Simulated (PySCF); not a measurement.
Compound: 1-fluorobicyclo[2.2.1]heptane, C7H11F.
Numbering: `[F:1][C@:2]12[CH2:3][CH2:4][C@H:5]([CH2:6][CH2:7]1)[CH2:8]2` (hydrogens: H9, H10 on C3; H11, H12 on C4; H13 on C5; H14, H15 on C6; H16, H17 on C7; H18, H19 on C8)

All values: PBE0/pcSseg-1 and CAM-B3LYP/def2-SVPD (PySCF, non-relativistic), on one gas-phase PBE0-D3(BJ)/def2-SVP geometry that isn't relaxed in the solvent. The solvent is an IEF-PCM continuum (cavity from Bondi-type radii × 1.2). The model holds no explicit solvent molecules, cavitation or dispersion.

Gas phase at PBE0/pcSseg-1: HOMO -8.30 eV, LUMO 1.12 eV, dipole 1.89 D.

Question: What does the continuum do to the energy, the frontier levels and the dipole at PBE0/pcSseg-1 in chloroform and water?

Answer: 
```json
{"solvent": "chloroform", "ε": "4.711", "E(solvent) − E(gas) (kcal/mol)": "-1.85", "polarisation term (kcal/mol)": "-2.00", "distortion of the solute (kcal/mol)": "0.15", "HOMO (eV)": "-8.19", "LUMO (eV)": "1.32", "dipole (D)": "2.24"}
{"solvent": "water", "ε": "78.36", "E(solvent) − E(gas) (kcal/mol)": "-2.57", "polarisation term (kcal/mol)": "-2.89", "distortion of the solute (kcal/mol)": "0.32", "HOMO (eV)": "-8.16", "LUMO (eV)": "1.38", "dipole (D)": "2.40"}
```

Polarisation term: ½ Σ q·V over the induced surface charges. Distortion: the rise of the solute's own energy as its density leaves the gas-phase optimum. From chloroform to water the lowering changes by a factor 1.39, Onsager's factor (ε − 1)/(2ε + 1) by 1.38 and ε itself by 16.6.

Question: Which radius a makes the point-dipole formula ΔE = −[(ε − 1)/(2ε + 1)]·μ²/a³ give the value in water, with the gas-phase dipole?

Answer: μ = 0.745 au and |ΔE| = 0.00410 Eh give a = 2.14 Å; the farthest nucleus lies 2.51 Å from the centroid of the nuclei, so such a sphere wouldn't even hold the nuclei. The formula assumes a rigid point dipole at the centre of a sphere.

Question: Which Hirshfeld charges (PBE0/pcSseg-1) respond most in chloroform (means over atoms taken as equivalent)?

Answer: 
```csv
atoms,environment,gas (e),solvent (e),change
F1,alkyl fluorine,-0.117,-0.130,-0.013
H13,methine hydrogen,+0.040,+0.042,+0.002
C2,sp3 C–F carbon,+0.099,+0.097,-0.002
H12/H14,methylene hydrogen,+0.037,+0.039,+0.002
H11/H15,methylene hydrogen,+0.038,+0.040,+0.002
H10/H17,methylene hydrogen,+0.038,+0.039,+0.001
C5,sp3 carbon at a ring junction,-0.025,-0.023,+0.002
C8,ring CH2 carbon,-0.085,-0.086,-0.001
H18/H19,methylene hydrogen,+0.041,+0.042,+0.001
C3/C7,ring CH2 carbon,-0.081,-0.082,-0.001
C4/C6,ring CH2 carbon,-0.067,-0.066,+0.001
H9/H16,methylene hydrogen,+0.038,+0.038,0.000
```

Question: Which Mayer bond orders change most in chloroform?

Answer: 
```tsv
bond	length (Å)	gas	solvent	change
F1–C2	1.368	0.896	0.876	-0.020
C8–C2	1.530	0.957	0.962	+0.005
C7–C2	1.530	0.994	0.998	+0.004
C2–C3	1.530	0.994	0.997	+0.003
C7–H16	1.100	0.945	0.942	-0.003
C3–C4	1.548	1.008	1.011	+0.003
C6–C7	1.548	1.008	1.011	+0.003
C3–H9	1.100	0.944	0.942	-0.002
```

Gas phase at CAM-B3LYP/def2-SVPD: HOMO -9.74 eV, LUMO 1.25 eV, dipole 2.10 D.

Question: What does the continuum do to the energy, the frontier levels and the dipole at CAM-B3LYP/def2-SVPD in chloroform and water?

Answer: 
| solvent | ε | E(solvent) − E(gas) (kcal/mol) | polarisation term (kcal/mol) | distortion of the solute (kcal/mol) | HOMO (eV) | LUMO (eV) | dipole (D) |
| --- | --- | --- | --- | --- | --- | --- | --- |
| chloroform | 4.711 | -2.07 | -2.29 | 0.22 | -9.60 | 1.45 | 2.52 |
| water | 78.36 | -2.89 | -3.33 | 0.44 | -9.57 | 1.51 | 2.70 |

Question: How does the static polarisability (CAM-B3LYP/def2-SVPD, frozen core, with the continuum's full static response) change?

Answer: 
| medium | isotropic (au) | principal values (au) | ⟨r²⟩ of the electrons (bohr²) |
| --- | --- | --- | --- |
| gas | 75.7 | 73.0, 76.7, 77.4 | 810.4 |
| chloroform | 94.4 | 92.0, 95.2, 96.1 | 810.4 |
| water | 104.4 | 102.9, 104.7, 105.7 | 810.4 |

The isotropic value in water is 1.38 times the gas-phase one; no cavity-field correction is applied. ⟨r²⟩ is taken about the centre of nuclear charge.
